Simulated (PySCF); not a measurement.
Isomers of C3H5N. Gas-phase values, no solvent. One relaxed conformer stands for each flexible species; it need not be the lowest. Strings in code marks are SMILES.

The four lowest singlet excitations (Tamm–Dancoff). Computed with PBE-D3(BJ)/def2-TZVP // PBE0-D4/def2-TZVP in PySCF. Excitations are Tamm–Dancoff values on a coarser integration grid. The basis has no diffuse functions, so Rydberg states are missing or too high.

| state | energy (eV) | wavelength (nm) | oscillator strength |
|---|---|---|---|
| S1 | 5.00 | 248 | 0.002 |
| S2 | 5.64 | 220 | 0.003 |
| S3 | 6.25 | 198 | 0.033 |
| S4 | 6.58 | 188 | 0.002 |

### Question
Which member gives these states?
A) `C=C=NC`
B) `C#CNC`
C) `NC1=CC1`
D) `CC=C=N`

### Answer
B, `C#CNC`
